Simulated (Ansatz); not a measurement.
`C[SiH2][O][ZnH]` + `CCCl` → `Cl[CH2][ZnH]` + `CO[SiH2]C` at 700 K and 1 bar (formal exchange of groups at a Zn–O bond).

Calculated with Ansatz (gas phase, PBE0-D4/def2-TZVP geometries, no zero-point term in ΔE). CCSD(T)/CBS is the MP2 limit (def2-TZVPP, def2-QZVPP) plus CCSD(T) − MP2 in def2-TZVPP, frozen cores. For Zn outer-core shells are correlated without core-valence functions, which leaves a few kJ/mol of doubt a bond. Scalar relativity is left out up to krypton. Each species was taken in one conformer, which may not be the lowest.

```tsv
species	CCSD(T)/CBS energy (Eh)	H − E (kJ/mol)	S (J/(mol·K))
`C[SiH2][O][ZnH]`	-2184.36423	245.8	476.1
`CCCl`	-538.89655	222.9	345.6
`Cl[CH2][ZnH]`	-2277.98947	136.8	370.8
`CO[SiH2]C`	-445.20896	329.8	453.3
```

H − E and S are ideal-gas, rigid-rotor, harmonic terms from PBE0-D4/def2-TZVP, for one conformer and one mirror image of each species. 1 Eh = 2625.50 kJ/mol, R = 8.31446 J/(mol·K).

Task: By hand: ΔE, ΔH, ΔS and ΔG.

Result: ΔE = (-2277.98947) + (-445.20896) − (-2184.36423) − (-538.89655) = 0.06235 Eh = 163.7 kJ/mol. Δ(H − E) = 136.8 + 329.8 − 245.8 − 222.9 = -2.1, so ΔH = 161.6 kJ/mol. ΔS = 370.8 + 453.3 − 476.1 − 345.6 = 2.4 J/(mol·K). ΔG = 161.6 − 700 × (2.4)/1000 = 159.9 kJ/mol.

Task: By hand: the equilibrium constant, and the temperature at which ΔG would vanish if ΔH and ΔS stayed fixed.

Result: log₁₀ K = −ΔG/(RT ln 10) = -11.9. ΔG = 0 at ΔH/ΔS = 67333 K, far beyond where these terms or the molecules hold.

The number of gas molecules stays the same, so ΔS is small and ΔH decides. A doubt of 5 kJ/mol in ΔE shifts log₁₀ K by 0.4 here. Other conformers and mirror images would add mixing entropy, several J/(mol·K) or more a flexible species. Modes under 60 cm⁻¹, often nearly free rotors, make the harmonic entropy too high. These are equilibria of isolated gas molecules and say nothing of rates. Largest T1 diagnostic: 0.015 (customary marks: 0.02 for closed shells, 0.045 for open ones).
